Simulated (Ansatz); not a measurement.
Reaction (ligand exchange at a Zn–O bond): `[SiH3][O][Zn][O][SiH3]` + NH₃ → `[NH2][Zn][O][SiH3]` + silanol

Calculated with Ansatz (gas phase, PBE0-D4/def2-TZVP geometries, no zero-point term in ΔE). CCSD(T)/CBS is the MP2 limit (def2-TZVPP, def2-QZVPP) plus CCSD(T) − MP2 in def2-TZVPP, frozen cores. This one scheme is used for every species. DFT in def2-TZVPP. B3LYP here is the variant with VWN-RPA as its local correlation; programs differ in this. HSE06 is defined as in plane-wave codes. For Zn outer-core shells are correlated without core-valence functions, which leaves a few kJ/mol of doubt a bond. Scalar relativity is left out up to krypton. Each species was taken in one conformer, which may not be the lowest.

```json
{"level": "r2SCAN-D4", "ΔE (kcal/mol)": "9.1", "difference from CCSD(T)/CBS": "-1.3"}
{"level": "PBE0-D4", "ΔE (kcal/mol)": "8.8", "difference from CCSD(T)/CBS": "-1.6"}
{"level": "B3LYP-D4", "ΔE (kcal/mol)": "9.6", "difference from CCSD(T)/CBS": "-0.8"}
{"level": "r2SCANh-D4", "ΔE (kcal/mol)": "9.4", "difference from CCSD(T)/CBS": "-1.0"}
{"level": "HSE06-D4", "ΔE (kcal/mol)": "8.8", "difference from CCSD(T)/CBS": "-1.6"}
{"level": "BHLYP-D4", "ΔE (kcal/mol)": "11.3", "difference from CCSD(T)/CBS": "0.9"}
{"level": "PBE-QIDH", "ΔE (kcal/mol)": "9.8", "difference from CCSD(T)/CBS": "-0.6"}
{"level": "PBE", "ΔE (kcal/mol)": "7.1", "difference from CCSD(T)/CBS": "-3.3"}
{"level": "BLYP", "ΔE (kcal/mol)": "8.0", "difference from CCSD(T)/CBS": "-2.4"}
{"level": "PBE0", "ΔE (kcal/mol)": "8.4", "difference from CCSD(T)/CBS": "-2.0"}
{"level": "LC-ωPBE", "ΔE (kcal/mol)": "9.1", "difference from CCSD(T)/CBS": "-1.3"}
{"level": "RPA@PBE/def2-TZVPP", "ΔE (kcal/mol)": "10.3", "difference from CCSD(T)/CBS": "-0.1"}
{"level": "HF/def2-SVP", "ΔE (kcal/mol)": "16.8", "difference from CCSD(T)/CBS": "6.4"}
{"level": "CCSD(T)/def2-SVP", "ΔE (kcal/mol)": "15.2", "difference from CCSD(T)/CBS": "4.8"}
{"level": "HF/def2-TZVPP", "ΔE (kcal/mol)": "13.4", "difference from CCSD(T)/CBS": "3.0"}
{"level": "SCS-MP2/def2-QZVPP", "ΔE (kcal/mol)": "10.8", "difference from CCSD(T)/CBS": "0.4"}
{"level": "CCSD(T)/CBS", "ΔE (kcal/mol)": "10.4", "difference from CCSD(T)/CBS": "0"}
```

Largest T1 diagnostic among the species: 0.015.

From PBE to PBE0 (25 % exact exchange), in def2-TZVPP and without D4, ΔE moves by +1.3 kcal/mol. In def2-TZVPP, CCSD(T) changes the Hartree–Fock value by −3.1 kcal/mol (the triples alone add −0.4 kcal/mol) and MP2 by −3.7 kcal/mol.
